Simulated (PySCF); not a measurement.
Ionisation energy of Zr²⁺ by level of theory

Zr²⁺ [Kr] 4d2 (3F) → Zr³⁺ [Kr] 4d1 (2D), as a difference of total energies. Computed with PySCF 2.14 in x2c-TZVPPall with one added diffuse shell each of s, p, d, f type (9s7p7d3f1g, 95 functions), with scalar relativity by spin-free X2C-1e. Correlated levels: valence: [Kr] frozen. The calculations carry no spin-orbit coupling.

Q: Order these methods by the ionisation energy they give, lowest first.
A. CCSD (valence)
B. UHF
C. MP2 (valence)
D. SCS-MP2 (valence)

A: B (22.392 eV), D (22.424 eV), C (22.488 eV), A (22.519 eV).

A first-order spin-orbit estimate (lowest level to lowest level, LS coupling) adds 0.014 eV.

Errors of the correlated levels include the incompleteness of this basis and the frozen core.

With two correlated electrons CCSD is exact in that space.

For comparison: 23.170 eV (semi-empirical (NIST evaluation); NIST Atomic Spectra Database, ionization energies).
